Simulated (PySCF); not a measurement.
C₈H₇FO₂.
Numbering: `[CH3:1][O:2][c:3]1[cH:4][cH:5][cH:6][c:7]([C:8](=[O:9])[F:10])[cH:11]1` (hydrogens: H12, H13, H14 on C1; H15 on C4; H16 on C5; H17 on C6; H18 on C11)

Geometry (PBE0-D3(BJ)/def2-SVP, Å), atoms numbered from 1 in this order:
```
atom  x, y, z in Å
C1     2.8456   -0.5911    0.2490
O2     2.1668    0.5215   -0.2687
C3     0.8227    0.5227   -0.2504
C4     0.1946    1.6650   -0.7748
C5    -1.1894    1.7583   -0.8017
C6    -1.9818    0.7193   -0.3116
C7    -1.3565   -0.4140    0.2092
C8    -2.1274   -1.5559    0.7423
O9    -1.6953   -2.5533    1.2199
F10   -3.4521   -1.3734    0.6383
C11    0.0409   -0.5199    0.2459
H12    3.9171   -0.3845    0.1376
H13    2.6194   -0.7466    1.3183
H14    2.5992   -1.5142   -0.3042
H15    0.8277    2.4684   -1.1564
H16   -1.6596    2.6546   -1.2121
H17   -3.0697    0.7828   -0.3301
H18    0.4743   -1.4278    0.6649
```

Method used: TDDFT CAM-B3LYP/def2-SVPD, vertical, gas phase, core orbitals frozen in the response (PySCF).

```json
{"state": "S1", "E (eV)": "4.53", "E (hartree)": "0.1663", "f": "0.071", "main configurations (H = HOMO, L = LUMO)": "H→L (87%)"}
{"state": "S2", "E (eV)": "5.43", "E (hartree)": "0.1994", "f": "0.120", "main configurations (H = HOMO, L = LUMO)": "H-1→L (68%), H→L+1 (19%)"}
{"state": "S3", "E (eV)": "5.46", "E (hartree)": "0.2006", "f": "0.0063", "main configurations (H = HOMO, L = LUMO)": "H-2→L (82%), H-2→L+6 (10%)"}
{"state": "S4", "E (eV)": "6.29", "E (hartree)": "0.2310", "f": "0.536", "main configurations (H = HOMO, L = LUMO)": "H→L+1 (71%), H-1→L (22%)"}
{"state": "S5", "E (eV)": "6.74", "E (hartree)": "0.2476", "f": "0.0070", "main configurations (H = HOMO, L = LUMO)": "H→L+2 (86%)"}
{"state": "S6", "E (eV)": "6.87", "E (hartree)": "0.2523", "f": "0.226", "main configurations (H = HOMO, L = LUMO)": "H-1→L+1 (77%)"}
{"state": "S7", "E (eV)": "7.16", "E (hartree)": "0.2633", "f": "0.0003", "main configurations (H = HOMO, L = LUMO)": "H-4→L (71%), H-5→L (20%)"}
{"state": "S8", "E (eV)": "7.31", "E (hartree)": "0.2686", "f": "0.018", "main configurations (H = HOMO, L = LUMO)": "H→L+3 (80%), H→L+5 (14%)"}
{"state": "S9", "E (eV)": "7.36", "E (hartree)": "0.2704", "f": "0.046", "main configurations (H = HOMO, L = LUMO)": "H-3→L (65%), H→L+6 (30%)"}
{"state": "S10", "E (eV)": "7.48", "E (hartree)": "0.2749", "f": "0.0006", "main configurations (H = HOMO, L = LUMO)": "H→L+5 (42%), H→L+4 (33%)"}
```

Triplets, Tamm–Dancoff:

```
state  E (eV)  λ (nm)  main configurations (H = HOMO, L = LUMO)
   T1    3.43   361.8                                 H→L (83%)
   T2    3.89   318.6       H-1→L (66%), H→L+1 (14%), H→L (11%)
   T3    4.48   277.0                  H→L+1 (75%), H-1→L (20%)
   T4    4.98   248.8                H-2→L (83%), H-2→L+6 (13%)
```

The lowest singlet comes at 274 nm (437 kJ/mol) in the ultraviolet; it is of moderate strength; its leading configuration is HOMO→LUMO (87%). The strongest level in the table is S4 at 6.29 eV (197 nm, f = 0.536). Löwdin shares by element: HOMO carbon 44% or more, oxygen 22% or more (atoms not listed hold the other 34%); LUMO carbon 44% or more, oxygen 14% or more (atoms not listed hold the other 41%). The listed states span 2.96 eV, and the widest gap between neighbours is 0.90 eV (S1 to S2). Orbital energies (eV): HOMO-3 -11.19, HOMO-2 -10.55, HOMO-1 -9.22, HOMO -8.27, LUMO -0.91, LUMO+1 0.60, LUMO+2 1.11. Weighted by f, the mean energy of these states is 6.26 eV. The window holds the lowest 10 singlets.

One conformer stands for the species.
